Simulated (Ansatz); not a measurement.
ZnB₇⁻, relaxed as a singlet with RKS PBE0-D4/def2-SVPD in Ansatz, starting from the GFN1-xTB geometry. Force threshold 0.02 eV/Å.

The restricted singlet is unstable towards broken spin symmetry in Hartree–Fock (as tested in another run); at PBE0-D4/def2-SVPD this wasn't settled. The structure comes from a short search, and lower isomers may exist.

Start:

```csv
atom,x (Å),y (Å),z (Å)
Zn1,1.570,-2.271,-0.918
B2,-1.083,0.848,1.166
B3,0.271,1.572,-1.354
B4,-0.587,1.702,-0.106
B5,0.869,0.174,-1.481
B6,-0.958,-0.532,1.793
B7,-0.004,-0.053,-0.038
B8,-0.079,-1.441,0.939
```

| step | energy (eV) | largest force component (eV/Å) | SCF passes |
| --- | --- | --- | --- |
| 1 | -53123.8000 | 1.829 | 21 |
| 2 | -53124.4937 | 1.692 | 29 |
| 3 | -53125.2263 | 1.550 | 26 |
| 4 | -53125.6754 | 0.878 | 28 |
| 5 | -53125.7261 | 1.459 | 27 |
| 6 | -53125.7922 | 0.669 | 24 |
| 7 | -53125.8196 | 0.043 | 24 |
| 8 | -53125.8197 | 0.010 | 25 |

Force components are those of the run's own axes.

End:

```xyz
8

Zn    1.2292   -1.8433   -0.7564
B    -1.1224    0.8954    1.1678
B     0.2948    1.3205   -1.2486
B    -0.6328    1.7369   -0.0874
B     1.0190    0.0075   -1.5572
B    -0.8004   -0.5623    1.5597
B    -0.0522    0.0782    0.0320
B     0.0649   -1.6330    0.8901
```

Bonds formed: Zn1–B7, Zn1–B8 (atoms count from 1).

No frequencies were taken in this run, so the end may be a saddle point.

Hardware: 4 threads of Intel Xeon Platinum 8259CL on a shared host. Wall time 29 s, peak host memory 0.57 GiB.
